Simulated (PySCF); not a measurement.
## Relaxation of quartet IrH4

Computed with PySCF, UPBE0, basis Ir def2-TZVP with ECP60, H def2-TZVP (scalar-relativistic core potentials, no spin–orbit coupling, density fitting). A (50,194) grid was used.

A start displaced from a saddle point along its imaginary mode, with no symmetry imposed:

```xyz
5
charge 0 multiplicity 4, angstrom
Ir   -0.0040   -0.0021   -0.0010
H     1.5349    0.2407    0.3890
H    -1.5176    0.1683    0.6419
H     0.4089    1.5241   -0.3570
H     0.3422   -1.5304   -0.4771
```

Optimiser trace:
| step | E − E(last) (kJ/mol) | largest gradient (Eh/bohr) |
| --- | --- | --- |
| 0 | 12.15 | 0.00230 |
| 1 | 10.82 | 0.00342 |
| 2 | 7.07 | 0.00524 |
| 3 | 5.11 | 0.01085 |
| 4 | 3.80 | 0.00577 |
| 5 | 1.28 | 0.00479 |
| 6 | 0.34 | 0.00563 |
| 7 | 0.23 | 0.00288 |
| 8 | 0.12 | 0.00099 |
| 9 | 0.11 | 0.00060 |
| 10 | 0.09 | 0.00072 |
| 11 | 0.08 | 0.00070 |
| 12 | 0.07 | 0.00063 |
| 13 | 0.06 | 0.00052 |
| 14 | 0.04 | 0.00056 |
| 15 | 0.01 | 0.00055 |
| 16 | 0.00 | 0.00038 |
| 17 | 0.00 | 0.00018 |

It ends at Cs with Ir–H 1.613 Å, Ir–H 1.623 Å (×2), Ir–H 1.637 Å; H–Ir–H 68.8° (×2), H–Ir–H 106.9° (×2), H–Ir–H 137.6°, H–Ir–H 141.1° (after a last refinement on a finer grid). A frequency run shows a minimum.

Final geometry:
Z-matrix (Å, degrees; charge 0 multiplicity 4):
```
Ir
H  1 1.6127
H  1 1.6373 2 141.07
H  1 1.6229 2 68.80 3 90.93
H  1 1.6229 2 68.80 3 -90.93
```

Open d and f shells are described by one determinant, and the ground state may have another occupation or spin. At this level a doublet minimum of C2v symmetry lies 161 kJ/mol below this structure. With an element this heavy the missing spin–orbit coupling can shift these numbers.

The relaxation took about 80 core-seconds on a shared host.
